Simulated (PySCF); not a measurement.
Ta(S)(OH)2(OSiH3) (H5O3SSiTa), SMILES [OH][Ta]([OH])(=[S])[O][SiH3], multiplicity 1. Atoms are numbered in the order given.

```xyz
11

Ta    -0.3608     0.1082     0.2401
S      0.2019     2.0834    -0.5067
O     -0.3224     0.1171     2.1433
H     -0.1108     0.7645     2.8256
O     -2.1152    -0.3196    -0.3619
H     -2.7817     0.1139    -0.9072
O      0.8840    -1.1680    -0.4286
Si     2.1939    -1.7990    -1.2617
H      3.1034    -2.4654    -0.2895
H      2.9122    -0.6992    -1.9618
H      1.6975    -2.7952    -2.2504
```

The structure is a stationary point at B3LYP-D3(BJ)/def2-SVP. The multiplicity is an assumed one; other spin states were not compared. The def2 effective core potentials stand for the cores of Ta; spin–orbit coupling is left out. Other conformers were not sampled.

All values below come from TDA-M06-2X/def2-SVPD run with PySCF 2.14.0.

Vertical excitations. The molecule is in vacuum.

Computed excitation energies, oscillator strengths and character:
```json
[
 {"state": "S1", "energy (eV)": "4.41", "λ (nm)": "281", "f": "0.000", "main pairs": "HOMO→LUMO 75 %, HOMO−1→LUMO+1 15 %"},
 {"state": "S2", "energy (eV)": "4.72", "λ (nm)": "263", "f": "0.002", "main pairs": "HOMO−1→LUMO 50 %, HOMO→LUMO+1 36 %, HOMO→LUMO+2 11 %"},
 {"state": "S3", "energy (eV)": "4.75", "λ (nm)": "261", "f": "0.001", "main pairs": "HOMO−1→LUMO+1 60 %, HOMO→LUMO 20 %, HOMO−1→LUMO+2 16 %"},
 {"state": "S4", "energy (eV)": "5.56", "λ (nm)": "223", "f": "0.001", "main pairs": "HOMO−2→LUMO 90 %"},
 {"state": "S5", "energy (eV)": "5.64", "λ (nm)": "220", "f": "0.024", "main pairs": "HOMO→LUMO+3 66 %"},
 {"state": "S6", "energy (eV)": "5.66", "λ (nm)": "219", "f": "0.014", "main pairs": "HOMO−1→LUMO+3 83 %"},
 {"state": "S7", "energy (eV)": "5.68", "λ (nm)": "218", "f": "0.023", "main pairs": "HOMO−2→LUMO+1 29 %, HOMO→LUMO+5 13 %, HOMO−2→LUMO+2 11 %, HOMO−1→LUMO 11 %"},
 {"state": "S8", "energy (eV)": "5.76", "λ (nm)": "215", "f": "0.033", "main pairs": "HOMO−2→LUMO+1 30 %, HOMO−1→LUMO 13 %, HOMO−1→LUMO+4 12 %, HOMO→LUMO+1 11 %"},
 {"state": "S9", "energy (eV)": "6.01", "λ (nm)": "206", "f": "0.000", "main pairs": "HOMO→LUMO+4 42 %, HOMO→LUMO+6 27 %, HOMO−1→LUMO+5 16 %"},
 {"state": "S10", "energy (eV)": "6.14", "λ (nm)": "202", "f": "0.008", "main pairs": "HOMO→LUMO+2 35 %, HOMO→LUMO+3 21 %, HOMO→LUMO+1 17 %, HOMO→LUMO+5 11 %"},
 {"state": "T1", "energy (eV)": "3.94", "λ (nm)": "315", "f": "0", "main pairs": "HOMO−1→LUMO 60 %, HOMO→LUMO+1 23 %"},
 {"state": "T2", "energy (eV)": "4.24", "λ (nm)": "293", "f": "0", "main pairs": "HOMO→LUMO 83 %"},
 {"state": "T3", "energy (eV)": "4.30", "λ (nm)": "289", "f": "0", "main pairs": "HOMO→LUMO+1 47 %, HOMO−1→LUMO 32 %, HOMO→LUMO+2 14 %"},
 {"state": "T4", "energy (eV)": "4.48", "λ (nm)": "277", "f": "0", "main pairs": "HOMO−1→LUMO+1 65 %, HOMO−1→LUMO+2 19 %, HOMO→LUMO 10 %"}
]
```
Triplets are in the Tamm–Dancoff approximation.
